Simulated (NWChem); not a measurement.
Everything below was run with NWChem. System: CF$_{3}$, charge 0, spin multiplicity 2, at a geometry optimised with UPBE0/def2-SVP. The structure started from a generated list of species. Its SCF solution wasn't tested for a lower state. Level: UB2PLYP/def2-TZVP, 4 core orbitals frozen.

Output (cleaned and shortened):

```
             Northwest Computational Chemistry Package (NWChem) 7.3.0
             --------------------------------------------------------

                                NWChem Input Module
                                -------------------

 Scaling coordinates for geometry "geometry" by  1.889725989
 (inverse scale =  0.529177249)

 Turning off AUTOSYM since
 SYMMETRY directive was detected!

                             Geometry "geometry" -> ""
                             -------------------------

 Output coordinates in angstroms (scale by  1.889725989 to convert to a.u.)

  No.       Tag          Charge          X              Y              Z
 ---- ---------------- ---------- -------------- -------------- --------------
    1 F                    9.0000     0.62478400    -0.07524200     1.08295500
    2 C                    6.0000     0.00203400     0.32072700     0.00000000
    3 F                    9.0000     0.62478400    -0.07524200    -1.08295500
    4 F                    9.0000    -1.25092400    -0.06333400     0.00000000

 Effective nuclear repulsion energy (a.u.)     124.7852150468

            Nuclear Dipole moment (a.u.)
            ----------------------------
        X                 Y               Z
 ---------------- ---------------- ----------------
    -0.0000000000     0.0000000000     0.0000000000

      Symmetry information
      --------------------

 Group name             Cs
 Group number              2
 Group order               2
 No. of unique centers     3

      Symmetry unique atoms

     1    2    4


 Summary of "ao basis" -> "" (spherical)
 ------------------------------------------------------------------------------
       Tag                 Description            Shells   Functions and Types
 ---------------- ------------------------------  ------  ---------------------
 *                         def2-tzvp                  on all atoms

  dft_input: which_mp2 not specified, using semidirect MP2 by default.

                                 NWChem DFT Module
                                 -----------------

 Summary of "ao basis" -> "ao basis" (spherical)
 ------------------------------------------------------------------------------
       Tag                 Description            Shells   Functions and Types
 ---------------- ------------------------------  ------  ---------------------
 F                         def2-tzvp                11       31   5s3p2d1f
 C                         def2-tzvp                11       31   5s3p2d1f

 Summary of "ao basis" -> "ao basis" (spherical)
 ------------------------------------------------------------------------------
       Tag                 Description            Shells   Functions and Types
 ---------------- ------------------------------  ------  ---------------------
 F                         def2-tzvp                11       31   5s3p2d1f
 C                         def2-tzvp                11       31   5s3p2d1f

      Symmetry analysis of basis
      --------------------------

        a'         73
        a"         51

            General Information
            -------------------
          SCF calculation type: DFT
          Wavefunction type:  spin polarized.
          No. of atoms     :     4
          No. of electrons :    33
           Alpha electrons :    17
            Beta electrons :    16
          Charge           :     0
          Spin multiplicity:     2
          Use of symmetry is: on ; symmetry adaption is: on
          Maximum number of iterations: 100
          AO basis - number of functions:   124
                     number of shells:    44
          Convergence on energy requested:  1.00D-06
          Convergence on density requested:  1.00D-05
          Convergence on gradient requested:  5.00D-04

              XC Information
              --------------
                     Hartree-Fock (Exact) Exchange  0.530
                    Becke 1988 Exchange Functional  0.470
              Lee-Yang-Parr Correlation Functional  0.730

             Grid Information
             ----------------
          Grid used for XC integration:  medium
          Radial quadrature: Mura-Knowles
          Angular quadrature: Lebedev.
[...]
    beta     11     13     12     14     15     16     17     18     19     20
 overlap   0.970  0.944  0.944  0.945  0.945  1.000  0.948  0.948  0.995  0.995

   alpha     21     22     23     24     25     26     27     28     29     30
    beta     21     22     23     24     25     26     27     28     29     30
 overlap   0.950  0.999  0.993  0.993  0.997  0.997  0.999  0.999  0.999  0.999

   alpha     31     32     33     34     35     36     37     38     39     40
    beta     31     32     33     34     35     36     37     38     39     40
 overlap   1.000  1.000  1.000  0.994  0.992  0.992  0.992  0.992  0.996  1.000

   alpha     41     42     43     44     45     46     47     48     49     50
    beta     41     42     43     44     45     46     47     48     49     50
 overlap   1.000  0.995  0.997  1.000  1.000  0.999  1.000  1.000  1.000  1.000

   alpha     51     52     53     54     55     56     57     58     59     60
    beta     51     52     53     54     55     56     57     58     59     60
 overlap   0.999  0.999  1.000  1.000  0.999  0.999  0.995  0.997  1.000  1.000

   alpha     61     62     63     64     65     66     67     68     69     70
    beta     61     62     63     64     65     66     67     68     69     70
 overlap   0.992  0.992  0.992  0.993  0.926  0.926  0.931  0.931  1.000  0.996

   alpha     71     72     73     74     75     76     77     78     79     80
    beta     71     72     73     74     75     76     77     78     79     80
 overlap   0.996  0.999  0.999  0.998  0.998  0.997  0.997  0.998  0.998  1.000

   alpha     81     82     83     84     85     86     87     88     89     90
    beta     81     82     83     84     85     86     87     88     89     90
 overlap   1.000  1.000  1.000  1.000  0.999  0.996  0.996  0.999  0.999  0.999

   alpha     91     92     93     94     95     96     97     98     99    100
    beta     91     92     93     94     95     96     97     98     99    100
 overlap   0.997  0.997  1.000  1.000  1.000  1.000  1.000  1.000  1.000  1.000

   alpha    101    102    103    104    105    106    107    108    109    110
    beta    101    102    103    104    105    106    107    108    109    110
 overlap   1.000  1.000  1.000  1.000  1.000  1.000  1.000  1.000  1.000  1.000

   alpha    111    112    113    114    115    116    117    118    119    120
    beta    111    112    113    114    115    116    117    118    119    120
 overlap   1.000  1.000  1.000  1.000  1.000  1.000  1.000  1.000  1.000  1.000

   alpha    121    122    123    124
    beta    121    122    123    124
 overlap   1.000  1.000  1.000  1.000

     --------------------------
     Expectation value of S2:
     --------------------------
      <S2> =      0.7528 (Exact =     0.7500)

 center of mass
 --------------
 x =  -0.00003708 y =  -0.00584694 z =   0.00000000

 moments of inertia (a.u.)
 ------------------
         164.580977535626           0.975749527086           0.000000000000
           0.975749527086         318.265821854586           0.000000000000
           0.000000000000           0.000000000000         164.576940434624

     Multipole analysis of the density
     ---------------------------------

     L   x y z        total         alpha         beta         nuclear
     -   - - -        -----         -----         ----         -------
     0   0 0 0     -0.000000    -17.000000    -16.000000     33.000000

     1   1 0 0      0.000922     -0.003308      0.004231     -0.000000
     1   0 1 0      0.155942     -0.516372      0.672314      0.000000
     1   0 0 1      0.000000      0.000000      0.000000      0.000000

     2   2 0 0    -15.600003    -46.048205    -44.935943     75.384144
     2   1 1 0      0.007709      0.229393      0.239811     -0.461494
     2   1 0 1     -0.000000     -0.000000     -0.000000      0.000000
     2   0 2 0    -14.388442     -9.918614     -7.166696      2.696868
     2   0 1 1     -0.000000      0.000000     -0.000000      0.000000
     2   0 0 2    -15.600199    -46.049209    -44.937042     75.386052

                   NWChem MP2 Semi-direct Energy/Gradient Module
                   ---------------------------------------------

  Basis functions       =    124
  Molecular orbitals    =    124
  Frozen core           =      4
  Frozen virtuals       =      0
  Active alpha occupied =     13
  Active beta occupied  =     12
  Active alpha virtual  =    107
  Active beta virtual   =    108
  Use MO symmetry       = T
  Use skeleton AO sym   = T

  AO/Fock/Back tols     =   1.0D-09  1.0D-09  1.0D-09

 GA uses MA = F    GA memory limited = T

 Available:
  local mem=  4.43D+07
 global mem=  1.44D+08
 local disk=  0.00D+00
  mp2_memr nvloc                   107
  nvloc new                   107
   1 passes of  13:        5242880                     100889                  35913044.
   1 passes of  13: M     44322631           G      144148448           F      39079751.

 Semi-direct pass number   1 of   1  for UHF alpha       at        6.0s
  vrange nnbf                  7588
  mp2_eaftype                   136  avail_ma_in_mb                   386
 EAF : mp2_eaftype filesize         136   17956522.
  mp2_eaf for mointskh                    136
Node 0 wrote     84.4 Mb in      0.1 s     Agg I/O rate:  1144.3 Mb/s
 Done moints_semi at       11.9s
  mp2_eaftype                   136  avail_ma_in_mb                   386
 EAF : mp2_eaftype filesize         136   17956522.
  mp2_eaf for kh                   136
 Done maket at       12.4s
 Done multipass loop at       12.4s

 GA uses MA = F    GA memory limited = T

 Available:
  local mem=  4.43D+07
 global mem=  1.44D+08
 local disk=  0.00D+00
  mp2_memr nvloc                   108
  nvloc new                   108
   1 passes of  12:        5242880                      96141                  33462120.
   1 passes of  12: M     44322631           G      144148448           F      39079751.

 Semi-direct pass number   1 of   1  for UHF beta        at       12.5s
  vrange nnbf                  7588
  mp2_eaftype                   127  avail_ma_in_mb                   386
 EAF : mp2_eaftype filesize         127   16731060.
  mp2_eaf for mointskh                    127
Node 0 wrote     78.7 Mb in      0.1 s     Agg I/O rate:   732.0 Mb/s
 Done moints_semi at       18.1s
  mp2_eaftype                   127  avail_ma_in_mb                   386
 EAF : mp2_eaftype filesize         127   16731060.
  mp2_eaf for kh                   127
 Done maket at       18.6s
 Done multipass loop at       18.6s

          -------------------------------------------
          DFT energy                    -337.249884149720
          Unscaled MP2 energy             -1.033802091396
          Total DFT+MP2 energy          -337.529010714397
          -------------------------------------------

 -----------------------
 Performance information
 -----------------------

 Timer overhead =  1.37D-07 seconds/call

               Nr. of calls         CPU time (s)                 Wall time (s)                GFlops
             ---------------    -------------------     ------------------------------   -------------------
Name         Min   Avg   Max    Min     Avg     Max     Min     Avg     Max   Mx/calls   Min     Max     Sum
mp2: moin     2     2     2    11.     11.     11.      11.     11.     11.     5.7      0.0     0.0     0.0
mp2: make     2     2     2    1.1     1.1     1.1      1.1     1.1     1.1    0.54      0.0     0.0     0.0
mp2: tota     1     1     1    13.     13.     13.      13.     13.     13.     13.      0.0     0.0     0.0

 The average no. of pstat calls per process was 5.00D+00
 with a timing overhead of 6.84D-07s

 Task  times  cpu:       18.6s     wall:       18.6s

 Total times  cpu:       18.6s     wall:       18.6s
```

Q: Write an NWChem input that would produce this output.

A: Several could match; the one computed here: 
```
start mol
memory heap 200 mb stack 900 mb global 1100 mb
geometry units angstroms nocenter noautoz
  F      0.624784    -0.075242     1.082955
  C      0.002034     0.320727     0.000000
  F      0.624784    -0.075242    -1.082955
  F     -1.250924    -0.063334     0.000000
  symmetry group Cs
end
basis spherical
  * library def2-tzvp
end
dft
  xc hfexch 0.53 becke88 0.47 lyp 0.73 mp2 0.27
  dftmp2
  odft
  mult 2
  semidirect memsize 60000000 filesize 0
  iterations 100
end
mp2
  freeze core 4
end
task dft energy
```
